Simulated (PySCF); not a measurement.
From a log to its input

A PySCF 2.14 run on the atoms Sn 0 0 0; S 0 0 2.313 (angstrom) printed this (some set-up lines and the per-cycle HOMO/LUMO lines with their warnings removed):

```
PySCF version 2.14.0


nuclear repulsion = 5.49081412108949
number of shells = 8
number of NR pGTOs = 36
number of NR cGTOs = 16
basis = sbkjc
ecp = {'Sn': 'sbkjc', 'S': 'sbkjc'}

******** <class 'pyscf.scf.uhf.UHF'> ********
method = UHF
initial guess = minao
damping factor = 0
level_shift factor = 0
DIIS = <class 'pyscf.scf.diis.CDIIS'>
SCF conv_tol = 1e-09
SCF max_cycles = 50
number electrons alpha = 5  beta = 4
init E= -12.4487994436392

cycle= 1 E= -12.9022272902786  delta_E= -0.453  |g|= 0.157  |ddm|= 1.73
cycle= 2 E= -12.9302988252703  delta_E= -0.0281  |g|= 0.0462  |ddm|= 0.397
cycle= 3 E= -12.9328500618627  delta_E= -0.00255  |g|= 0.0159  |ddm|= 0.119
cycle= 4 E= -12.9334611457928  delta_E= -0.000611  |g|= 0.00812  |ddm|= 0.039
cycle= 5 E= -12.933785293118  delta_E= -0.000324  |g|= 0.00348  |ddm|= 0.0436
cycle= 6 E= -12.9338624315561  delta_E= -7.71e-05  |g|= 0.00191  |ddm|= 0.0218
cycle= 7 E= -12.93389861069  delta_E= -3.62e-05  |g|= 0.000516  |ddm|= 0.0219
cycle= 8 E= -12.9339007271605  delta_E= -2.12e-06  |g|= 0.000175  |ddm|= 0.00511
cycle= 9 E= -12.9339009247726  delta_E= -1.98e-07  |g|= 8.96e-05  |ddm|= 0.00117
cycle= 10 E= -12.9339009761979  delta_E= -5.14e-08  |g|= 2.41e-05  |ddm|= 0.000826
cycle= 11 E= -12.9339009793029  delta_E= -3.11e-09  |g|= 7.26e-06  |ddm|= 0.000203
cycle= 12 E= -12.9339009795326  delta_E= -2.3e-10  |g|= 1.94e-06  |ddm|= 6.25e-05
Extra cycle  E= -12.9339009795409  delta_E= -8.33e-12  |g|= 9.09e-07  |ddm|= 6.22e-06
converged SCF energy = -12.9339009795409  <S^2> = 0.76877446  2S+1 = 2.0186872

******** <class 'pyscf.mp.ump2.UMP2'> ********
nocc = (np.int64(4), np.int64(3)), nmo = (15, 15)
frozen orbitals 1
E(UMP2) = -12.9797535245796  E_corr = -0.045852545038694
E(SCS-UMP2) = -12.9813419142045  E_corr = -0.0474409346635379
E_corr(same-spin) = -0.00874859928795573
E_corr(oppo-spin) = -0.0371039457507383

WARN: System has nonzero charge 1; the dipole moment is origin-dependent.
Location of origin: [0. 0. 0.]

Dipole moment(X, Y, Z, Debye):  0.00000,  0.00000,  0.19846
orbital energies (hartree): [array([-0.6799, -0.6282, -0.6023, -0.2417, -0.2311, -0.1207]), array([-0.7885, -0.5827, -0.5819, -0.2854, -0.2326, -0.1694])]
```

Task: Write the input that gave this log.

Result: The input was:

```python
from pyscf import gto, scf, mp

mol = gto.M(
    atom='Sn 0 0 0; S 0 0 2.313',
    basis='sbkjc',
    ecp={'Sn': 'sbkjc', 'S': 'sbkjc'},
    charge=1,
    spin=1,
    verbose=4,
)
mf = scf.UHF(mol)
mf.kernel()
mp.MP2(mf, frozen=1).kernel()
mf.dip_moment()
print('orbital energies (hartree):', [e[max(0, n-3):n+3].round(4) for e, n in zip(mf.mo_energy, mol.nelec)])
```

The bond length is a typed value, not an optimised one. The dipole of an ion depends on the origin. No search for the lowest solution was made.
